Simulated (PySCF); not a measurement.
# Core-level binding energies of `C[O][Al]([O]C)[O]C`

Species: C3H9AlO3.
Z-matrix (Å and degrees, PBE0-D3(BJ)/def2-SVP geometry), rows numbered from 1:
```
C 
O   1  1.3890
Al  2  1.6866  1  136.96
O   3  1.6866  2  119.84  1    -0.62
C   4  1.3888  3  137.02  2  -179.98
O   3  1.6860  2  120.35  1   179.30
C   6  1.3885  3  137.69  2    -1.07
H   1  1.1049  2  110.65  3  -121.29
H   1  1.1049  2  110.68  3   120.07
H   1  1.1057  2  112.99  3    -0.60
H   5  1.1050  4  110.69  3   119.52
H   5  1.1057  4  112.99  3    -1.18
H   5  1.1049  4  110.64  3  -121.85
H   7  1.1049  6  110.67  3  -120.39
H   7  1.1057  6  113.00  3     0.28
H   7  1.1049  6  110.68  3   120.94
```

Theory: delta-SCF UKS SCAN, pcX-2 on the ionised atom, pcseg-1 elsewhere, spin-free X2C (PySCF). Each binding energy is the total energy of the core-ionised species, with the hole localised on one atom, minus that of the ground state; both are solved self-consistently, so orbital relaxation is included.

Question: Give the core binding energies atom by atom.

Answer: 
| atom(s) | environment | level | binding energy (eV) | count |
| --- | --- | --- | --- | --- |
| C1/C5/C7 | methoxy carbon | C 1s | 292.21 | 3 |
| O2/O4/O6 | oxygen bonded to Al and C | O 1s | 537.56 | 3 |
| Al3 | aluminium bonded to 3 O | Al 1s | 1567.22 | 1 |

Question: Express the binding energy of Al 1s of Al3 in atomic units and per mole.

Answer: 1567.22 eV = 57.5943 Eh = 151214 kJ/mol.

Atoms equivalent by their bonding share one computed value, that of the first of them. The structure is a single PBE0-D3(BJ)/def2-SVP conformer in the gas phase; no vibrational or solvent corrections.

The run took 92 s wall on Arm Neoverse N1, one thread (shared host).
